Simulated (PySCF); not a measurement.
Ligand exchange on a metal centre used in film growth or etching (Mo F-NH2). Isolated molecules, 0 K electronic values unless said otherwise. One relaxed conformer stands for each flexible species; it need not be the lowest. In the def2 sets, heavy atoms carry core potentials. Quantity: redistribution energy (mixed species minus the weighted end members). Level 1: PBE-D3(BJ)/def2-TZVP // BP86-D3(BJ)/def2-SVP (PySCF). Level 2: B3LYP-D3(BJ)/def2-TZVP // BP86-D3(BJ)/def2-SVP (PySCF). B3LYP has the VWN-RPA correlation part, as in Gaussian.

```csv
case,level 1 (kcal/mol),level 2 (kcal/mol)
3 of 6 F replaced by NH2: [Mo(F)3(NH2)3],-13.0,-15.4
2 of 6 F replaced by NH2: [Mo(F)4(NH2)2],-11.9,-14.5
4 of 6 F replaced by NH2: [Mo(F)2(NH2)4],-10.3,withheld
1 of 6 F replaced by NH2: [Mo(F)5(NH2)],-5.3,-7.1
5 of 6 F replaced by NH2: [Mo(F)(NH2)5],-5.2,-6.4
```

### Question
Fit level 2 = a + b·x to the 4 complete rows by least squares, with x = level 1 in kcal/mol. Give a, b and the rms residual, and predict the withheld value.

### Answer
Means of the 4 rows: x̄ = -8.85, ȳ = -10.85 kcal/mol. Σ(x − x̄)² = 52.45 and Σ(x − x̄)(y − ȳ) = 59.57, so b = 1.136 and a = ȳ − b·x̄ = -0.80 kcal/mol. The rms residual is 0.24 kcal/mol. At x = -10.3 the line gives -12.5 kcal/mol. The run for 4 of 6 F replaced by NH2: [Mo(F)2(NH2)4] gave -12.4 kcal/mol, so the line is off by 0.1 kcal/mol, within twice the rms residual.

Codes: PySCF.
